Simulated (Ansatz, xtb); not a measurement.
The molecule SeF+, multiplicity 3 (lowest of 2S+1 = 1, 3, 5 at CCSD(T)/def2-TZVPP on PBE0 minima; our sources give no spin for the ground state, which may be another). No spin–orbit coupling. Se is treated without relativity.

The constants come from a fifth-degree fit in 1/R (seven points, main isotopes). In def2 and cc sets the state is the lowest found near the PBE0 minimum, followed along R.

Correlated levels freeze the inner cores; with def2 sets outer-core shells near the valence are correlated too. CBS: X⁻³ extrapolation of the correlation energy, Hartree–Fock from the larger set.

Run with Ansatz (an electronic-structure program) with Gaussian orbitals; xtb for the GFN methods. Each number belongs to the level named beside it. The GFN methods have no spin term and hold the electronic entropy of 300 K.

**Question.** What bond length and harmonic frequency does GFN2-xTB give?

**Answer.** r_e = 1.684 Å, ω_e = 585 cm⁻¹.

**Question.** What bond length and harmonic frequency does wB97X-V/def2-TZVPP give?

**Answer.** r_e = 1.656 Å, ω_e = 857 cm⁻¹.

**Question.** What bond length and harmonic frequency does CCSD(T)/CBS(def2-TZVPP, def2-QZVPP) give?

**Answer.** r_e = 1.653 Å, ω_e = 833 cm⁻¹.
